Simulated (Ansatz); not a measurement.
Basis-set extrapolation for S8, SMILES `S1SSSSSSS1` (PBE0-D4/def2-TZVP geometry, frozen core, Ansatz 0.2.0). Multiplicity 1, RHF reference.

```csv
,def2-TZVPP,def2-QZVPP
HF,-3180.365243,-3180.458294
MP2 correlation,-1.381599,-1.515963
CCSD(T) correlation,-1.551258,not run
```

Energies in hartree. Use E(X) = E(∞) + A·exp(−7.88·√X) for Hartree–Fock and E(X) = E(∞) + B·X^(−2.97) for correlation, with X = 3 and 4, and add CCSD(T) minus MP2 of the smaller set to the MP2 limit.

Task: What is the CCSD(T) energy at the basis-set limit?

Result: HF limit: -3180.458294 + (-0.093051) × 0.13774 = -3180.47111. MP2 limit: -1.515963 + (-0.134364) × 0.74074 = -1.61549. Higher-order term: -1.551258 − (-1.381599) = -0.16966. Total: -3182.25626 hartree, 213.2 kcal/mol below CCSD(T)/def2-TZVPP.
